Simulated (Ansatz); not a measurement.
Abridged output of a molecular run in Ansatz:

```
Functional definition: HF
1138 factors; integrals over basis functions are off by at most 1.1e-3 eV
mean field evaluation 1: about -134226.1166 eV, gradient 2.5e1 eV
mean field evaluation 2: about -134226.1389 eV, gradient 2.5e1 eV
mean field evaluation 4: about -134228.0401 eV, gradient 3.1e0 eV
mean field evaluation 8: about -134228.0696 eV, gradient 1.6e-4 eV
mean field -134228.06961140 eV, -4932.7905751656 hartree, gradient 3.6e-6 eV, S^2 0.000000; 0 other end points of the search recorded, 0 dependent functions left out
24 core orbitals not correlated: weight in the atoms' cores, before any rotation towards them, 1.000 or more for the frozen orbitals, at most 0.000 for the correlated occupied ones
reference -134228.06961140 eV, -4932.7905751656 hartree; 22, 22 occupied and 70, 70 virtual orbitals, 1138 factors
second order -19.47591020 eV of doubles, -0.00000000 eV of singles
cycle   1  -19.51572299 eV  change   -4.0e-2 eV  update   9.9e-2
cycle   2  -20.04766315 eV  change   -5.3e-1 eV  update   3.0e-2
cycle   3  -20.12274335 eV  change   -7.5e-2 eV  update   1.4e-2
cycle   4  -20.11582794 eV  change    6.9e-3 eV  update   3.4e-3
cycle   5  -20.11496723 eV  change    8.6e-4 eV  update   1.2e-3
cycle   6  -20.11480780 eV  change    1.6e-4 eV  update   4.5e-4
cycle   7  -20.11455068 eV  change    2.6e-4 eV  update   1.3e-4
cycle   8  -20.11462283 eV  change   -7.2e-5 eV  update   4.8e-5
cycle   9  -20.11462284 eV  change   -1.0e-8 eV  update   1.4e-5
perturbative correction -0.58366694 eV, -0.0214493645 hartree
Total energy: -134248.76790118 eV, -4933.5512232854 hartree
```

Its atoms:

```xyz
8

C     0.381   -1.159    0.768
Ga   -0.072    0.489   -0.169
S    -1.159    0.602   -2.072
Br    0.541    2.523    0.717
H    -0.065   -1.145    1.764
H     0.023   -2.032    0.223
H     1.465   -1.224    0.884
H    -1.114    1.944   -2.114
```

Which basis set was used?
A. cc-pV(T+d)Z
B. def2-TZVPPD
C. def2-SVPD
D. def2-SVP

D. It gives 116 functions.

Write the keys of the input that set method, charge and spin (a neutral closed shell needs none for the last two).


```yaml
correlation: {method: ccsd_t}
```
